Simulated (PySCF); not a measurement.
C$_{7}$H$_{7}$O (SMILES COc1[c]cccc1), doublet, geometry from GFN2-xTB. Base run: PySCF with CAMB3LYP/STO-3G.

The PySCF input:
```python
from pyscf import gto, scf, dft

mol = gto.M(
    atom='''
C    -2.773054   -0.089309    0.157777
O    -1.736538    0.618505   -0.473695
C    -0.451503    0.264629   -0.211287
C     0.569840    0.953873   -0.826548
C     1.892731    0.711694   -0.660075
C     2.267775   -0.320469    0.205002
C     1.282768   -1.042490    0.847012
C    -0.060778   -0.765400    0.651514
H    -3.697208    0.363046   -0.198892
H    -2.722603    0.006691    1.247782
H    -2.762885   -1.150135   -0.115017
H     2.643204    1.292107   -1.174947
H     3.312993   -0.540687    0.361041
H     1.557118   -1.843439    1.518795
H    -0.804991   -1.350792    1.170427
''',
    basis='sto-3g',
    charge=0,
    spin=1,
    verbose=4,
)

mf = dft.UKS(mol)
mf.xc = 'camb3lyp'
mf.kernel()
```

Variants of this job, named by their change:

| change | E (Eh) | HOMO (eV) | dipole (D) | <S^2> | core-seconds (rough) | outcome |
|---|---|---|---|---|---|---|
| base | -341.51572 | -5.16 | 1.59 | 0.765 | 20 | converged |
| functional = blyp | -341.53482 | -2.65 | 1.70 | 0.756 | 10 | converged |
| functional = wb97x_v | - | - | - | - | - | cut at the time limit |
| functional = wb97x | -341.68536 | -6.12 | 1.54 | 0.770 | 20 | converged |
| functional = pw6b95 | -342.18561 | -4.17 | 1.61 | 0.762 | 20 | converged |
| functional = bhandhlyp | -341.54235 | -5.04 | 1.51 | 0.788 | 10 | converged |
| functional = b97-1 | -341.65498 | -3.71 | 1.60 | 0.762 | 10 | converged |
| functional = blyp; dispersion = d3zero | -341.54500 | -2.65 | 1.70 | 0.756 | 10 | converged |
| functional = x3lyp | -341.55299 | -3.79 | 1.60 | 0.761 | 10 | converged |
| functional = o3lyp | -341.69570 | -3.36 | 1.64 | 0.762 | 10 | converged |
| functional = b3lyp; dispersion = d3zero | -341.72341 | -3.77 | 1.61 | 0.760 | 10 | converged |
| functional = wb97m_v | - | - | - | - | - | cut at the time limit |
| functional = mn12l | -340.49976 | -2.97 | 1.50 | 0.768 | 20 | converged |

Absolute energies of different levels of theory aren't comparable as measures of quality.

Open shells are given as the SCF converged; they aren't shown to be the lowest states, and a large step between rows can be another state.
